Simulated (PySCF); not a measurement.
# Atomic charges by several schemes

1,2,3,4-tetrahydro-2-naphthol, C10H12O.
Geometry (GFN2-xTB, Å), atoms numbered from 1 in this order:
```xyz
23
C10H12O angstrom
O     -2.381    0.224    1.395
C     -2.162    0.378    0.011
C     -1.876   -0.956   -0.689
C     -0.615   -1.600   -0.120
C      0.540   -0.638   -0.029
C      1.827   -1.139    0.132
C      2.914   -0.295    0.248
C      2.723    1.076    0.209
C      1.448    1.583    0.051
C      0.347    0.741   -0.070
C     -1.014    1.350   -0.279
H     -1.552   -0.058    1.799
H     -3.100    0.798   -0.369
H     -1.750   -0.765   -1.756
H     -2.724   -1.630   -0.558
H     -0.327   -2.456   -0.735
H     -0.828   -1.992    0.882
H      1.972   -2.210    0.162
H      3.907   -0.703    0.368
H      3.565    1.746    0.301
H      1.294    2.652    0.018
H     -1.123    2.232    0.357
H     -1.090    1.687   -1.318
```

Density: PBE0/pcSseg-1 (PySCF); schemes: Mulliken, IAO, Hirshfeld and ESP-fitted. Isolated species at its GFN2-xTB geometry (one conformer only).

**Question.** Do the Mulliken, IAO, Hirshfeld and ESP-fitted schemes agree on where the charge is highest?

**Answer.** The schemes don't all agree: Mulliken H12 (+0.236); IAO H12 (+0.344); Hirshfeld H12 (+0.149); ESP-fitted C2 (+0.493).

**Question.** At which atom do the 4 schemes differ most?

**Answer.** At C11: from -0.658 (ESP-fitted) to -0.056 e (Mulliken), 0.602 e apart.

**Question.** For which atoms does the sign change between the 4 schemes (beyond +0.03 e in one, beyond −0.03 e in another)?

**Answer.** C4 and C10.

**Question.** Give the atomic charges in each scheme.

**Answer.** In e:

```
atom                  environment  Mulliken     IAO  Hirshfeld  ESP-fitted
  O1               alcohol oxygen    -0.437  -0.550     -0.227      -0.646
  C2       carbinol carbon (C–OH)    +0.027  +0.098     +0.045      +0.493
  C3              ring CH2 carbon    -0.147  -0.278     -0.079      -0.459
  C4         benzylic-type carbon    -0.140  -0.269     -0.072      +0.102
  C5  substituted aromatic carbon    -0.224  -0.014     -0.003      +0.018
  C6           aromatic CH carbon    -0.049  -0.158     -0.055      -0.294
  C7           aromatic CH carbon    -0.058  -0.155     -0.054      -0.092
  C8           aromatic CH carbon    -0.057  -0.155     -0.054      -0.223
  C9           aromatic CH carbon    -0.047  -0.157     -0.054      -0.261
 C10  substituted aromatic carbon    -0.243  -0.015     -0.002      +0.286
 C11         benzylic-type carbon    -0.056  -0.290     -0.081      -0.658
 H12            hydroxyl hydrogen    +0.236  +0.344     +0.149      +0.399
 H13             methine hydrogen    +0.112  +0.143     +0.044      +0.047
 H14           methylene hydrogen    +0.117  +0.135     +0.040      +0.121
 H15           methylene hydrogen    +0.121  +0.142     +0.041      +0.121
 H16           methylene hydrogen    +0.138  +0.148     +0.046      +0.046
 H17           methylene hydrogen    +0.134  +0.138     +0.038      +0.012
 H18            aromatic hydrogen    +0.060  +0.145     +0.047      +0.154
 H19            aromatic hydrogen    +0.086  +0.152     +0.049      +0.141
 H20            aromatic hydrogen    +0.086  +0.152     +0.049      +0.167
 H21            aromatic hydrogen    +0.061  +0.146     +0.048      +0.173
 H22           methylene hydrogen    +0.137  +0.149     +0.042      +0.175
 H23           methylene hydrogen    +0.141  +0.148     +0.044      +0.178
```

Mean size of the charges over all atoms: ESP-fitted 0.229 e, IAO 0.177 e, Mulliken 0.127 e, Hirshfeld 0.059 e. Each set sums to the total charge, 0, to within 0.001 e. The IAO scheme counts the electrons in orthogonalised intrinsic atomic orbitals, a minimal basis polarised so that it spans the occupied orbitals exactly. The ESP scheme fits charges at the nuclei, held to the total charge, to the electrostatic potential on points at 1.4 to 2.0 times the van der Waals radii.

**Question.** Sum the charges by element, for elements with more than one atom.

**Answer.** 
```csv
element,atoms,Mulliken,IAO,Hirshfeld,ESP-fitted
C,10,-0.994,-1.392,-0.410,-1.088
H,12,+1.430,+1.942,+0.637,+1.733
```

**Question.** How closely do the schemes follow one another over all atoms?

**Answer.** Correlation coefficient and root-mean-square difference: IAO with Hirshfeld 0.98, 0.135 e; Mulliken with Hirshfeld 0.86, 0.099 e; Mulliken with IAO 0.85, 0.111 e; Hirshfeld with ESP-fitted 0.83, 0.234 e; IAO with ESP-fitted 0.83, 0.167 e; Mulliken with ESP-fitted 0.57, 0.241 e.
